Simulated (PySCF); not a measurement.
silene cation (CH4Si), SMILES C=[SiH2] (connectivity only; charge and spin as stated), charge +1, multiplicity 2.

Geometry optimised at PBE-D3(BJ)/def2-TZVP. The multiplicity is an assumed one; other spin states were not compared.

Calculation: PBE-D3(BJ)/def2-TZVP run with PySCF.

Frequencies are harmonic and unscaled.

Question: Estimate the vibrational spectrum. (An estimate is asked for; the answer gives what the named calculation found.)

Answer: 
```json
[
 {"mode": "1", "ν (cm⁻¹)": "314", "IR (km/mol)": "0.0", "moving atoms (share of kinetic energy)": "H 100 %"},
 {"mode": "2", "ν (cm⁻¹)": "489", "IR (km/mol)": "3.2", "moving atoms (share of kinetic energy)": "H 97 %"},
 {"mode": "3", "ν (cm⁻¹)": "608", "IR (km/mol)": "16.6", "moving atoms (share of kinetic energy)": "H 88 %, Si 11 %"},
 {"mode": "4", "ν (cm⁻¹)": "777", "IR (km/mol)": "40.5", "moving atoms (share of kinetic energy)": "H 76 %, C 23 %"},
 {"mode": "5", "ν (cm⁻¹)": "818", "IR (km/mol)": "0.6", "moving atoms (share of kinetic energy)": "C 53 %, H 26 %, Si 21 %"},
 {"mode": "6", "ν (cm⁻¹)": "828", "IR (km/mol)": "45.4", "moving atoms (share of kinetic energy)": "H 74 %, C 19 %"},
 {"mode": "7", "ν (cm⁻¹)": "909", "IR (km/mol)": "51.2", "moving atoms (share of kinetic energy)": "H 83 %, Si 13 %"},
 {"mode": "8", "ν (cm⁻¹)": "1349", "IR (km/mol)": "14.4", "moving atoms (share of kinetic energy)": "H 88 %, C 12 %"},
 {"mode": "9", "ν (cm⁻¹)": "2230", "IR (km/mol)": "0.1", "moving atoms (share of kinetic energy)": "H 98 %"},
 {"mode": "10", "ν (cm⁻¹)": "2284", "IR (km/mol)": "0.4", "moving atoms (share of kinetic energy)": "H 95 %"},
 {"mode": "11", "ν (cm⁻¹)": "3057", "IR (km/mol)": "36.9", "moving atoms (share of kinetic energy)": "H 95 %"},
 {"mode": "12", "ν (cm⁻¹)": "3161", "IR (km/mol)": "33.8", "moving atoms (share of kinetic energy)": "H 89 %, C 11 %"}
]
```
